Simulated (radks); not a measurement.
Values are calculated unless marked as measured or tabulated.
Question: Species: Gd2+. Configuration: [Kr] 4d10 4f8 5s2 5p5 5d1 (not the ground configuration). Code: a radial shooting solver on a logarithmic mesh with Libxc functionals. Model: Dirac Kohn-Sham, BP86, spin-unpolarised, spherical densities, finite nucleus; open shells fill j = l - 1/2 first; Fermi nuclear charge, rms radius 5.1569 fm.

Spin-orbit splittings of the eigenvalues, e(l+1/2) - e(l-1/2), with zeta = 2 splitting/(2l+1) and mean radii in bohr:

shell  occ.  splitting (eV)  zeta (eV)  <r> j=l-1/2  <r> j=l+1/2
2p        6           696.2      464.1      0.07745      0.08429
3p        6           142.8      95.21       0.2336       0.2466
3d       10           31.12      12.45       0.2187       0.2228
4p        6           31.63      21.08       0.5658       0.5956
4d       10               ?          ?       0.6330       0.6436
4f        8          0.7075     0.2021       0.9009       0.9161
5p        5           4.225      2.817        1.509        1.602
5d        1          0.3419     0.1368        2.370        2.416
6p        0          0.5802     0.3868        4.040        4.242

Estimate the 4d splitting.

Answer: 5.690 eV (zeta = 2.276 eV).
